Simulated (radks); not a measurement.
The numbers below are computed, except where a source is named.
Ionisation of Hf, [Xe] 4f14 5d2 6s2, to Hf+, [Xe] 4f14 5d1 6s2, under several functionals. Scalar-relativistic Kohn-Sham, spin-polarised, spherical densities, finite nucleus; open shells are filled with parallel spins first (spin-orbit coupling, left out, can overturn this in heavy ions); a radial shooting solver on a logarithmic mesh with Libxc functionals.

functional                               E(Hf) (hartree)  Exc (hartree)  IE (eV)  -e(HOMO) (eV)  <r> HOMO (bohr)  IE error (eV)
SOGGA                                        -15071.0718      -302.4557    6.832          3.055            2.463         +0.007
Wu-Cohen GGA                                 -15075.0782      -306.4690    6.923          3.127            2.461         +0.098
MS2 meta-GGA                                 -15075.6903      -306.5822    6.904          3.124            2.459         +0.079
exchange-only B88                            -15073.2451      -304.5781    6.126          2.469            2.518         -0.699
PW91                                         -15077.7455      -309.1450    6.935          3.148            2.466         +0.110
B86b exchange with PBE correlation           -15077.3607      -308.7556    6.886          3.105            2.468         +0.061
OLYP                                         -15081.6479      -313.2725    6.761          2.968            2.432         -0.064
RPBE                                         -15076.6536      -308.0498    6.835          3.076            2.470         +0.010
SCAN                                         -15078.4464      -308.8655    6.976          3.160            2.443         +0.151
HCTH/407                                     -15085.1274      -316.9228    7.163          3.375            2.420         +0.338
LDA (Slater exchange, VWN5 correlation)      -15067.2002      -298.6003    7.065          3.241            2.452         +0.240

NIST Atomic Spectra Database: 6.825 eV (measured). Closest: SOGGA. The Delta-SCF values span 1.04 eV, the total energies 17.93 hartree. The highest occupied level is 5d. Open shells are spherical and high-spin; term and fine-structure splittings are not resolved. Spin-orbit splitting is averaged out at the scalar-relativistic level.
